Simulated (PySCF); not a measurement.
C₂HBrClF, SMILES C(/Br)(Cl)=C\F.

Geometry optimised at PBE-D3(BJ)/def2-SVP.

Calculation: PBE-D3(BJ)/def2-SVP (PySCF).

Frequencies are harmonic and unscaled.

```csv
mode,ν (cm⁻¹),IR (km/mol),moving atoms (share of kinetic energy)
1,181,1.8,"F 46 %, Cl 37 %, Br 10 %"
2,226,0.1,"Cl 53 %, Br 21 %, C 18 %"
3,238,0.5,"C 59 %, F 28 %, H 8 %"
4,360,0.9,"F 43 %, Br 33 %, C 18 %"
5,435,9.3,"C 78 %, H 16 %"
6,650,27.1,"C 60 %, Cl 28 %"
7,782,13.3,"H 71 %, C 28 %"
8,883,139.2,C 86 %
9,1161,129.1,"C 57 %, F 36 %"
10,1258,11.3,"H 83 %, C 15 %"
11,1659,38.6,C 94 %
12,3145,3.9,"H 91 %, C 9 %"
```
